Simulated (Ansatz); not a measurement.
C2H7PSi, SMILES `P[SiH]1CC1`. The species carries charge 0 and has multiplicity 1.

```xyz
11

P    -0.600    0.346   -2.162
Si   -0.390    0.481    0.055
C     0.034   -1.087    0.945
C     1.210   -0.113    0.775
H    -0.436    1.739   -2.388
H    -2.019    0.426   -2.158
H    -1.139    1.517    0.804
H     0.089   -2.014    0.385
H    -0.335   -1.227    1.956
H     1.581    0.360    1.679
H     2.005   -0.427    0.108
```

Task: Give the diagnostics of a CCSD(T)/def2-TZVPP run (frozen core, Ansatz). (An estimate is asked.)

Result: Computed: T1 = 0.0122, largest single amplitude 0.020, largest double 0.038, (T) share of the correlation energy 4.3 %, 9 CCSD cycles. The RHF solution is stable towards an unrestricted one. T1 lies under the customary mark of 0.02 for closed shells.
